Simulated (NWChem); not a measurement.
All runs are NWChem calculations. System: H2Sb, charge 0, spin multiplicity 2, at a geometry optimised with UB3LYP/def2-SVP with def2 effective core potentials on Sb. The structure started from a generated list of species. Its SCF solution wasn't tested for a lower state. Level: UHF/def2-TZVP with def2 effective core potentials on Sb.

Input file:

```
start mol
memory heap 200 mb stack 900 mb global 1100 mb
geometry units angstroms nocenter noautoz
  Sb     0.000000     0.000000    -0.046052
  H     -1.223392     0.000000     1.174332
  H      1.223392     0.000000     1.174332
  symmetry group C2v
end
basis spherical
  * library def2-tzvp
end
ecp
  Sb library def2-ecp
end
scf
  uhf
  nopen 1
  maxiter 100
  thresh 1e-7
  semidirect memsize 60000000 filesize 0
  # guess.movecs holds the orbitals of an unrestricted PBE0 run
  vectors input guess.movecs output mol.movecs
end
task scf energy
```

Part of the output:

```
             Northwest Computational Chemistry Package (NWChem) 7.3.0
             --------------------------------------------------------

                                NWChem Input Module
                                -------------------

 Scaling coordinates for geometry "geometry" by  1.889725989
 (inverse scale =  0.529177249)

 Turning off AUTOSYM since
 SYMMETRY directive was detected!

                             Geometry "geometry" -> ""
                             -------------------------

 Output coordinates in angstroms (scale by  1.889725989 to convert to a.u.)

  No.       Tag          Charge          X              Y              Z
 ---- ---------------- ---------- -------------- -------------- --------------
    1 Sb                  51.0000     0.00000000     0.00000000    -0.04605200
    2 H                    1.0000    -1.22339200     0.00000000     1.17433200
    3 H                    1.0000     1.22339200     0.00000000     1.17433200

 Effective nuclear repulsion energy (a.u.)      31.4522167326

            Nuclear Dipole moment (a.u.)
            ----------------------------
        X                 Y               Z
 ---------------- ---------------- ----------------
     0.0000000000     0.0000000000     0.0000226767

      Symmetry information
      --------------------

 Group name             C2v
 Group number             16
 Group order               4
 No. of unique centers     2

      Symmetry unique atoms

     1    2


 Summary of "ao basis" -> "" (spherical)
 ------------------------------------------------------------------------------
       Tag                 Description            Shells   Functions and Types
 ---------------- ------------------------------  ------  ---------------------
 *                         def2-tzvp                  on all atoms

 Summary of "ao basis" -> "ao basis" (spherical)
 ------------------------------------------------------------------------------
       Tag                 Description            Shells   Functions and Types
 ---------------- ------------------------------  ------  ---------------------
 Sb                        def2-tzvp                16       50   6s5p3d2f
 H                         def2-tzvp                 4        6   3s1p

                                 NWChem SCF Module
                                 -----------------

  ao basis        = "ao basis"
  functions       =    62
  atoms           =     3
  alpha electrons =    13
  beta  electrons =    12
  charge          =   0.00
  wavefunction    = UHF
  use symmetry    = T
  symmetry adapt  = T

 Summary of "ao basis" -> "ao basis" (spherical)
 ------------------------------------------------------------------------------
       Tag                 Description            Shells   Functions and Types
 ---------------- ------------------------------  ------  ---------------------
 Sb                        def2-tzvp                16       50   6s5p3d2f
 H                         def2-tzvp                 4        6   3s1p

      Symmetry analysis of basis
      --------------------------

        a1         26
        a2          6
        b1         17
        b2         13

 Forming initial guess at       0.0s

   Symmetry analysis of molecular orbitals - initial alpha
   -------------------------------------------------------

  Numbering of irreducible representations:

     1 a1          2 a2          3 b1          4 b2

  Orbital symmetries:

     1 a1          2 b2          3 b1          4 a1          5 a1
[...]
    20      1.639761  1 Sb py                17     -1.431011  1 Sb py
    11      0.198358  1 Sb py

                     UHF Final Beta Molecular Orbital Analysis
                     -----------------------------------------

 Vector   10  Occ=1.000000D+00  E=-6.880812D-01  Symmetry=a1
              MO Center=  1.4D-15,  4.7D-16,  4.7D-01, r^2= 1.8D+00
   Bfn.  Coefficient  Atom+Function         Bfn.  Coefficient  Atom+Function
  ----- ------------  ---------------      ----- ------------  ---------------
     5      0.610938  1 Sb s                  3     -0.391380  1 Sb s
     2      0.379734  1 Sb s                  6      0.338651  1 Sb s
     4     -0.318427  1 Sb s                  1     -0.187682  1 Sb s
    52      0.153422  2 H  s                 58      0.153422  3 H  s

 Vector   11  Occ=1.000000D+00  E=-4.572871D-01  Symmetry=b1
              MO Center= -4.1D-15,  9.5D-16,  8.0D-01, r^2= 2.4D+00
   Bfn.  Coefficient  Atom+Function         Bfn.  Coefficient  Atom+Function
  ----- ------------  ---------------      ----- ------------  ---------------
    16     -0.263673  1 Sb px                10      0.260726  1 Sb px
    52      0.245632  2 H  s                 58     -0.245632  3 H  s
    13     -0.223237  1 Sb px                53      0.155238  2 H  s
    59     -0.155238  3 H  s

 Vector   12  Occ=1.000000D+00  E=-3.739499D-01  Symmetry=a1
              MO Center=  1.5D-16,  4.4D-18, -1.7D-01, r^2= 2.7D+00
   Bfn.  Coefficient  Atom+Function         Bfn.  Coefficient  Atom+Function
  ----- ------------  ---------------      ----- ------------  ---------------
     6      0.377207  1 Sb s                  5      0.365795  1 Sb s
    18     -0.345453  1 Sb pz                12      0.302779  1 Sb pz
    15     -0.265053  1 Sb pz                 3     -0.241771  1 Sb s
     2      0.224303  1 Sb s                  4     -0.178172  1 Sb s
    52     -0.165353  2 H  s                 58     -0.165353  3 H  s

 Vector   13  Occ=0.000000D+00  E= 1.178386D-02  Symmetry=b2
              MO Center=  8.7D-15,  5.4D-15, -2.6D-02, r^2= 4.3D+00
   Bfn.  Coefficient  Atom+Function         Bfn.  Coefficient  Atom+Function
  ----- ------------  ---------------      ----- ------------  ---------------
    20      0.679560  1 Sb py                11     -0.300644  1 Sb py
    14      0.276618  1 Sb py                17      0.215581  1 Sb py

 Vector   14  Occ=0.000000D+00  E= 9.456920D-02  Symmetry=b1
              MO Center= -4.1D-14, -4.8D-16, -3.8D-01, r^2= 5.8D+00
   Bfn.  Coefficient  Atom+Function         Bfn.  Coefficient  Atom+Function
  ----- ------------  ---------------      ----- ------------  ---------------
    19      1.290472  1 Sb px                53      0.903494  2 H  s
    59     -0.903494  3 H  s                 13      0.182763  1 Sb px
    10     -0.174002  1 Sb px

 Vector   15  Occ=0.000000D+00  E= 1.334400D-01  Symmetry=a1
              MO Center= -2.4D-14,  7.3D-17, -5.0D-01, r^2= 6.9D+00
   Bfn.  Coefficient  Atom+Function         Bfn.  Coefficient  Atom+Function
  ----- ------------  ---------------      ----- ------------  ---------------
    21      1.534266  1 Sb pz                 6      1.487089  1 Sb s
    53     -1.361567  2 H  s                 59     -1.361567  3 H  s
     3     -0.238638  1 Sb s                  5      0.220577  1 Sb s
     2      0.213540  1 Sb s                  4     -0.153030  1 Sb s

 center of mass
 --------------
 x =   0.00000000 y =   0.00000000 z =  -0.04920842

 moments of inertia (a.u.)
 ------------------
          10.544479511059           0.000000000000           0.000000000000
           0.000000000000          21.317663250070           0.000000000000
           0.000000000000           0.000000000000          10.773183739011

  Mulliken analysis of the total density
  --------------------------------------

    Atom       Charge   Shell Charges
 -----------   ------   -------------------------------------------------------
    1 Sb  23    22.92   0.16 -0.66  1.56  0.94  1.03  0.80 -0.46  6.43  0.87  1.62  0.50  9.04  0.96  0.12  0.02  0.00
    2 H    1     1.04   0.21  0.56  0.25  0.01
    3 H    1     1.04   0.21  0.56  0.25  0.01

  Mulliken analysis of the alpha density
  --------------------------------------

    Atom       Charge   Shell Charges
 -----------   ------   -------------------------------------------------------
    1 Sb  23    12.02   0.08 -0.33  0.78  0.47  0.52  0.42 -0.24  3.22  0.56  1.12  0.36  4.51  0.49  0.07  0.01  0.00
    2 H    1     0.49   0.10  0.26  0.12  0.01
    3 H    1     0.49   0.10  0.26  0.12  0.01

   Mulliken analysis of the beta density
   -------------------------------------

    Atom       Charge   Shell Charges
 -----------   ------   -------------------------------------------------------
    1 Sb  23    10.90   0.08 -0.33  0.78  0.47  0.51  0.39 -0.23  3.21  0.31  0.51  0.14  4.53  0.47  0.05  0.01  0.00
    2 H    1     0.55   0.11  0.30  0.14  0.00
    3 H    1     0.55   0.11  0.30  0.14  0.00

   Mulliken analysis of the spin density
   -------------------------------------

    Atom       Charge   Shell Charges
 -----------   ------   -------------------------------------------------------
    1 Sb  23     1.12   0.00 -0.00  0.00 -0.00  0.01  0.03 -0.01  0.01  0.25  0.61  0.22 -0.02  0.02  0.02 -0.00 -0.00
    2 H    1    -0.06  -0.01 -0.04 -0.02  0.00
    3 H    1    -0.06  -0.01 -0.04 -0.02  0.00

       Multipole analysis of the density wrt the origin
       ------------------------------------------------

     L   x y z        total         alpha         beta         nuclear
     -   - - -        -----         -----         ----         -------
     0   0 0 0     -0.000000    -13.000000    -12.000000     25.000000

     1   1 0 0      0.000000      0.000000      0.000000      0.000000
     1   0 1 0      0.000000      0.000000      0.000000      0.000000
     1   0 0 1     -0.121602     -1.247672     -1.310671      2.436741

     2   2 0 0    -20.500166    -16.348688    -14.841017     10.689538
     2   1 1 0     -0.000000     -0.000000     -0.000000      0.000000
     2   1 0 1     -0.000000     -0.000000      0.000000      0.000000
     2   0 2 0    -20.851563    -13.644106     -7.207457      0.000000
     2   0 1 1     -0.000000     -0.000000     -0.000000      0.000000
     2   0 0 2    -21.872430    -16.580318    -15.315695     10.023583

 Task  times  cpu:        0.4s     wall:        0.4s

 Total times  cpu:        0.4s     wall:        0.4s
```
